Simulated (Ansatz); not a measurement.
Reactions of `C=C1C[SiH]1[SiH3]`.

Computed with Ansatz on PBE0-D4/def2-TZVP structures; ΔE is electronic, products minus reactants. CCSD(T)/CBS is the MP2 limit (def2-TZVPP, def2-QZVPP) plus CCSD(T) − MP2 in def2-TZVPP, frozen cores. This one scheme is used for every species. Functionals use def2-TZVPP. B3LYP here is the variant with VWN-RPA as its local correlation; programs differ in this. For Br, Zn outer-core shells are correlated without core-valence functions, which leaves a few kJ/mol of doubt a bond. Scalar relativity is left out up to krypton. Each species was taken in one conformer, which may not be the lowest.

```json
{"reaction": "`C=C1C[SiH]1[SiH3]` + `[OH][Al]([OH])[Br]` → `[OH][Al]([Br])[O][SiH3]` + `C=C1C[SiH2]1`", "PBE-D4 (kJ/mol)": "-67", "r2SCAN-D4 (kJ/mol)": "-88", "B3LYP-D4 (kJ/mol)": "-96", "CCSD(T)/CBS(def2) (kJ/mol)": "-96"}
{"reaction": "`C=C1C[SiH]1[SiH3]` + `C=NCS` → `C=NCS[SiH3]` + `C=C1C[SiH2]1`", "PBE-D4 (kJ/mol)": "-37", "r2SCAN-D4 (kJ/mol)": "-44", "B3LYP-D4 (kJ/mol)": "-46", "CCSD(T)/CBS(def2) (kJ/mol)": "-48"}
{"reaction": "`C=C1C[SiH]1[SiH3]` + `NCS` → `NCS[SiH3]` + `C=C1C[SiH2]1`", "PBE-D4 (kJ/mol)": "-33", "r2SCAN-D4 (kJ/mol)": "-41", "B3LYP-D4 (kJ/mol)": "-42", "CCSD(T)/CBS(def2) (kJ/mol)": "-44"}
{"reaction": "`C=C1C[SiH]1[SiH3]` + `CNBF` → `CNB(F)[SiH3]` + `C=C1C[SiH2]1`", "PBE-D4 (kJ/mol)": "35", "r2SCAN-D4 (kJ/mol)": "36", "B3LYP-D4 (kJ/mol)": "34", "CCSD(T)/CBS(def2) (kJ/mol)": "34"}
{"reaction": "`C=C1C[SiH]1[SiH3]` + `C=NCO` → `C=NCO[SiH3]` + `C=C1C[SiH2]1`", "PBE-D4 (kJ/mol)": "-56", "r2SCAN-D4 (kJ/mol)": "-74", "B3LYP-D4 (kJ/mol)": "-80", "CCSD(T)/CBS(def2) (kJ/mol)": "-78"}
{"reaction": "`C=C1C[SiH]1[SiH3]` + `O[CH2][ZnH]` → `[SiH3]O[CH2][ZnH]` + `C=C1C[SiH2]1`", "PBE-D4 (kJ/mol)": "-58", "r2SCAN-D4 (kJ/mol)": "-76", "B3LYP-D4 (kJ/mol)": "-84", "CCSD(T)/CBS(def2) (kJ/mol)": "-85"}
```

Largest T1 diagnostic: 0.014, for `O[CH2][ZnH]`.
